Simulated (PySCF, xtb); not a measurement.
C2HBCl2, SMILES C#CB(Cl)Cl.

Harmonic wavenumbers (cm⁻¹) from GFN2-xTB (xtb) at its own minimum, in rising order: 110, 186, 233, 403, 463, 464, 663, 696, 765, 1045, 2199, 3364.

What does PBE-D3(BJ)/def2-SVP (PySCF 2.14.0) give at its own minimum? (Estimate from the structure and the level; the computed values follow.)

131, 206, 252, 439, 491, 525, 660, 735, 952, 1085, 2113, 3392. Paired by order, the mean absolute difference is 47 cm⁻¹ and the zero-point energies are 15.1 and 15.7 kcal/mol.
